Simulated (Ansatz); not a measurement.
Stepwise reaction of `[F][Sn]([F])([F])[F]` with water, as a gas-phase model of exchange steps in deposition or etching. ΔE in kJ/mol; ΔG adds harmonic PBE0-D4 terms to CCSD(T)/CBS, at 1 bar.

Calculated with Ansatz (gas phase, PBE0-D4/def2-TZVP geometries, no zero-point term in ΔE). CCSD(T)/CBS is the MP2 limit (def2-TZVPP, def2-QZVPP) plus CCSD(T) − MP2 in def2-TZVPP, frozen cores. This one scheme is used for every species. DFT in def2-TZVPP. B3LYP here is the variant with VWN-RPA as its local correlation; programs differ in this. Elements past krypton have def2 core potentials. For Sn outer-core shells are correlated without core-valence functions, which leaves a few kJ/mol of doubt a bond. One conformer a species, not always the lowest.

```json
{"step": "2", "reaction": "`[OH][Sn]([F])([F])[F]` + H₂O → `[OH][Sn]([OH])([F])[F]` + H–F", "PBE-D4": "18.4", "B3LYP-D4": "19.1", "ωB97M-V": "19.3", "CCSD(T)/CBS": "16.0", "ΔG(500 K)": "21.5"}
{"step": "3", "reaction": "`[OH][Sn]([OH])([F])[F]` + H₂O → `[OH][Sn]([OH])([OH])[F]` + H–F", "PBE-D4": "26.8", "B3LYP-D4": "27.3", "ωB97M-V": "26.8", "CCSD(T)/CBS": "22.7", "ΔG(500 K)": "18.3"}
{"step": "4", "reaction": "`[OH][Sn]([OH])([OH])[F]` + H₂O → `[OH][Sn]([OH])([OH])[OH]` + H–F", "PBE-D4": "29.3", "B3LYP-D4": "30.5", "ωB97M-V": "29.8", "CCSD(T)/CBS": "25.4", "ΔG(500 K)": "33.0"}
```

Q: Give the row of step 1, `[F][Sn]([F])([F])[F]` + H₂O → `[OH][Sn]([F])([F])[F]` + H–F. (Estimate.)

A: Ansatz gave: 
```csv
step,reaction,PBE-D4,B3LYP-D4,ωB97M-V,CCSD(T)/CBS,ΔG(500 K)
1,`[F][Sn]([F])([F])[F]` + H₂O → `[OH][Sn]([F])([F])[F]` + H–F,15.7,16.1,16.5,13.0,-0.9
```

Q: By hand: ΔE of the 4 steps together at CCSD(T)/CBS.

A: (13.0) + (16.0) + (22.7) + (25.4) = 77.1 kJ/mol, or 19.3 kJ/mol a step.

In ΔE each step is higher than the one before. All are uphill at CCSD(T)/CBS. ΔG lies between -0.9 and 33.0 kJ/mol a step. PBE-D4 differs from CCSD(T)/CBS by 2.4 to 4.1 kJ/mol a step. Isolated molecules leave out the surface, adducts and barriers. Largest T1 diagnostic: 0.015.
